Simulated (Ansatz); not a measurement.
The cluster HfSe2⁻. The state is a doublet with charge -1. Geometry PBE0-D4/def2-TZVPD.

Cartesian coordinates in Å:
```
Hf 0.636 -0.349 0.275
Se -1.511 -1.332 0.711
Se 0.875 1.681 -0.986
```

In the def2 sets Hf takes a core potential; there is no spin–orbit coupling. The structure comes from a short search, and lower isomers may exist.

Task: Estimate the α-spin orbital energies around the gap (eV) in Ansatz with HF/def2-TZVPD, PBE-D4/def2-TZVPD, PBE0-D4/def2-SVPD, PBE0-D4/def2-TZVPD, ωB97M-V/def2-TZVPD.

Result: 
```csv
orbital,HF/def2-TZVPD,PBE-D4/def2-TZVPD,PBE0-D4/def2-SVPD,PBE0-D4/def2-TZVPD,ωB97M-V/def2-TZVPD
HOMO−5,-5.62,-1.94,-3.05,-3.02,-5.09
HOMO−4,-5.09,-1.72,-2.73,-2.74,-4.86
HOMO−3,-4.90,-1.69,-2.68,-2.68,-4.73
HOMO−2,-4.60,-1.45,-2.40,-2.41,-4.44
HOMO−1,-4.08,-1.00,-1.94,-1.96,-3.93
HOMO,-3.53,-0.44,-1.35,-1.35,-3.33
LUMO,3.68,0.79,1.49,1.48,3.27
LUMO+1,3.93,0.79,1.50,1.48,3.29
LUMO+2,4.05,2.25,2.88,2.83,3.53
LUMO+3,4.20,2.32,3.06,3.07,3.59
LUMO+4,4.83,2.91,3.61,3.26,4.25
LUMO+5,5.08,2.93,3.64,3.30,4.39
β HOMO,-4.27,-0.99,-1.95,-1.97,-3.93
β LUMO,3.60,0.52,1.15,1.15,2.13
```
